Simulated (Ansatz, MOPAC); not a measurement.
Molecule: CH₉OSi₂, charge 1, multiplicity 1. SMILES: C[SiH2][OH+][SiH3]

Atoms: C1, Si2, O3, Si4, H5, H6, H7, H8, H9, H10, H11, H12, H13. Bonds: C1-Si2, C1-H5, C1-H6, C1-H7, Si2-O3, Si2-H8, Si2-H9, O3-Si4, O3-H10, Si4-H11, Si4-H12, Si4-H13.

Bond lengths (Å) and angles (degrees) optimised at AM1 with MOPAC; MNDO with MOPAC; HF/6-31G* with Ansatz (a quantum-chemistry and plane-wave program), each started from the B3LYP-D3(BJ)/def2-TZVP structure (Ansatz) of the last column. A row stands for all coordinates that are equal there; 11 of 32 kinds are shown. 6-31G* holds six Cartesian d functions. No wavenumbers were computed at MNDO, so these may be saddle points.

| coordinate | AM1 | MNDO | HF/6-31G* | B3LYP-D3(BJ)/def2-TZVP |
|---|---|---|---|---|
| C1-Si2 | 1.754 | 1.787 | 1.856 | 1.837 |
| C1-H5 | 1.120 | 1.107 | 1.086 | 1.092 |
| C1-H6 | 1.120 | 1.107 | 1.085 | 1.091 |
| C1-H7 | 1.125 | 1.108 | 1.087 | 1.094 |
| Si2-O3 | 1.894 | 1.777 | 1.822 | 1.811 |
| Si2-H8 | 1.446 | 1.368 | 1.459 | 1.469 |
| Si2-H9 | 1.446 | 1.369 | 1.459 | 1.470 |
| O3-Si4 | 1.865 | 1.777 | 1.801 | 1.789 |
| C1-Si2-O3 | 101.9 | 106.6 | 105.8 | 107.1 |
| Si2-O3-Si4 | 137.0 | 128.7 | 129.9 | 127.3 |
| Si2-C1-H5 | 113.4 | 113.3 | 112.1 | 111.9 |

Mean signed difference of all 12 bond lengths from B3LYP-D3(BJ)/def2-TZVP: AM1 0.004 Å, MNDO -0.049 Å, HF/6-31G* -0.003 Å.
